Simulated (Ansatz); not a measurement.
C2H6Mg, singlet, geometry from GFN2-xTB (such geometries of metal compounds can be far from the true shape); B3LYP/pcseg-1 run with Ansatz (a quantum-chemistry and plane-wave program).

Input for Ansatz:
Ansatz 0.2 input:
```yaml
crystal:
  periodic: [false, false, false]
  atoms:
    - {symbol: Mg, position_ang: [-0.01819889, 0.66989224, 0.10834056]}
    - {symbol: C, position_ang: [1.43542092, -0.14320832, -1.21160084]}
    - {symbol: H, position_ang: [1.86730763, -1.00768391, -0.70053360]}
    - {symbol: H, position_ang: [2.25335339, 0.50190837, -1.53163332]}
    - {symbol: H, position_ang: [0.92848128, -0.51145758, -2.10691079]}
    - {symbol: C, position_ang: [-1.41524937, -0.59434568, 1.09173900]}
    - {symbol: H, position_ang: [-1.51373670, -1.46845797, 0.44255515]}
    - {symbol: H, position_ang: [-2.41245308, -0.18855395, 1.26350581]}
    - {symbol: H, position_ang: [-1.02559520, -0.93913775, 2.05210105]}
basis:
  gaussian:
    orbitals: pcseg-1.json
hamiltonian:
  xc: b3lyp
```
The basis file holds pcseg-1 in the JSON format of the Basis Set Exchange.

**Question.** What does Ansatz print? Leave out banner, timings and long lists.

**Answer.** 
```
Functional definition: B3LYP
806 factors; their error is unknown
mean field evaluation 1: about -7600.0748 eV, gradient 7.6e1 eV
mean field evaluation 2: about -7582.2595 eV, gradient 9.9e1 eV
mean field evaluation 4: about -7615.4518 eV, gradient 1.7e0 eV
mean field evaluation 8: about -7615.4601 eV, gradient 3.2e-2 eV
mean field -7615.48605061 eV, -279.8639503981 hartree, gradient 8.3e-5 eV, S^2 0.000000; 0 other end points of the search recorded, 0 dependent functions left out
reference -7615.48630381 eV, -279.8639597030 hartree; 15, 15 occupied and 53, 53 virtual orbitals, 806 factors
Total energy: -7615.48630381 eV, -279.8639597030 hartree
```
